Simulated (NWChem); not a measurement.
Program: NWChem. System: pyrazole (C3H4N2), charge 0, spin multiplicity 1, at a geometry optimised with PBE0/def2-SVP. Level: G0W0@PBE/def2-TZVP, RI basis def2-tzvp-rifit.

Job file:

```
start mol
memory heap 200 mb stack 700 mb global 1700 mb
geometry units angstroms nocenter noautoz
  C     -0.063330    -1.197723     0.000000
  C     -1.126476    -0.267174     0.000000
  N     -0.684480     0.982497     0.000000
  N      0.638753     0.869505     0.000000
  C      1.072494    -0.411993     0.000000
  H     -0.115366    -2.283609     0.000000
  H     -2.198428    -0.463005     0.000000
  H      1.206589     1.706892     0.000000
  H      2.131171    -0.662949     0.000000
  symmetry group Cs
end
basis spherical
  * library def2-tzvp
end
basis "ri basis" bse spherical
  * library def2-tzvp-rifit
end
dft
  xc xpbe96 cpbe96
  iterations 100
  direct
  tolerances tight
end
task dft energy
gw
  method cdgw
  states alpha occ 4 vir 2
end
task dft gw
```

NWChem printed:

```
             Northwest Computational Chemistry Package (NWChem) 7.3.0
             --------------------------------------------------------

                                NWChem Input Module
                                -------------------

 Scaling coordinates for geometry "geometry" by  1.889725989
 (inverse scale =  0.529177249)

 Turning off AUTOSYM since
 SYMMETRY directive was detected!

                             Geometry "geometry" -> ""
                             -------------------------

 Output coordinates in angstroms (scale by  1.889725989 to convert to a.u.)

  No.       Tag          Charge          X              Y              Z
 ---- ---------------- ---------- -------------- -------------- --------------
    1 C                    6.0000    -0.06333000    -1.19772300     0.00000000
    2 C                    6.0000    -1.12647600    -0.26717400     0.00000000
    3 N                    7.0000    -0.68448000     0.98249700     0.00000000
    4 N                    7.0000     0.63875300     0.86950500     0.00000000
    5 C                    6.0000     1.07249400    -0.41199300     0.00000000
    6 H                    1.0000    -0.11536600    -2.28360900     0.00000000
    7 H                    1.0000    -2.19842800    -0.46300500     0.00000000
    8 H                    1.0000     1.20658900     1.70689200     0.00000000
    9 H                    1.0000     2.13117100    -0.66294900     0.00000000

 Effective nuclear repulsion energy (a.u.)     163.5365197901

            Nuclear Dipole moment (a.u.)
            ----------------------------
        X                 Y               Z
 ---------------- ---------------- ----------------
     0.0000094486     0.0000056692     0.0000000000

      Symmetry information
      --------------------

 Group name             Cs
 Group number              2
 Group order               2
 No. of unique centers     9

      Symmetry unique atoms

     1    2    3    4    5    6    7    8    9


 Summary of "ao basis" -> "" (spherical)
 ------------------------------------------------------------------------------
[...]
           1.613734168973         186.645948869058           0.000000000000
           0.000000000000           0.000000000000         375.986202297165

     Multipole analysis of the density
     ---------------------------------

     L   x y z        total         alpha         beta         nuclear
     -   - - -        -----         -----         ----         -------
     0   0 0 0     -0.000000    -18.000000    -18.000000     36.000000

     1   1 0 0      0.863162      0.431577      0.431577      0.000009
     1   0 1 0     -0.168557     -0.084281     -0.084281      0.000006
     1   0 0 1     -0.000000     -0.000000     -0.000000      0.000000

     2   2 0 0    -18.581121    -65.568719    -65.568719    112.556316
     2   1 1 0      3.265874      0.350871      0.350871      2.564133
     2   1 0 1      0.000000      0.000000      0.000000      0.000000
     2   0 2 0    -20.365453    -65.329894    -65.329894    110.294335
     2   0 1 1      0.000000      0.000000      0.000000      0.000000
     2   0 0 2    -23.790511    -11.895255    -11.895255      0.000000

 Task  times  cpu:       85.4s     wall:       85.4s

                                NWChem Input Module
                                -------------------

                                 NWChem GW Module
                                 ----------------

                             ***********************
                             ***        GW       ***
                             ***********************

 Summary of "ri basis" -> "ri basis" (spherical)
 ------------------------------------------------------------------------------
       Tag                 Description            Shells   Functions and Types
 ---------------- ------------------------------  ------  ---------------------
 C                      def2-tzvp-rifit             22       76   8s6p4d3f1g
 N                      def2-tzvp-rifit             22       76   8s6p4d3f1g
 H                      def2-tzvp-rifit              7       15   4s2p1d

                 Memory Information
                 ------------------
          Available GA per process is          1699.8 MBs
          Available stack per process is        700.0 MBs
          Available heap per process is           0.9 MBs

          Peak memory in Initialization
              Peak GA per process is                 13.8 MBs
              Peak stack per process is               0.4 MBs
              Peak heap per process is               14.3 MBs
              Memory not in MA per process            0.0 MBs

          Peak memory in CDGW Calculation
              Peak GA per process is                 16.9 MBs
              Peak stack per process is               3.0 MBs
              Peak heap per process is                3.5 MBs
              Memory not in MA per process            0.0 MBs

          Computing 2-center integrals
          Computing Inverse Cholesky factor
          Computing 3-center integrals
          Computing Vxc

          Computing Sigma_x
          Computing W(iw) on the imaginary grid
          Solving quasiparticle equations

                  Alpha Orbitals
          State     Energy (eV)     Error (eV)
          -----------------------------------
@GW        15        -13.029           0.002
@GW        16         -9.833           0.002
@GW        17         -9.189           0.002
@GW        18         -8.958           0.002
@GW        19          2.346           0.002
@GW        20          2.670           0.005

     GW Timing Statistics
   ------------------------
   Init.   :          0.1s
     ERIs  :          4.3s
     Distr.:          0.0s
     Vxc   :          0.8s
   Vmo     :          0.0s
   iW      :          5.2s
   I_n     :          0.0s
   R_n     :          0.7s
   GW total:         11.3s

 Task  times  cpu:       11.3s     wall:       11.3s

 Total times  cpu:       96.7s     wall:       96.7s
```
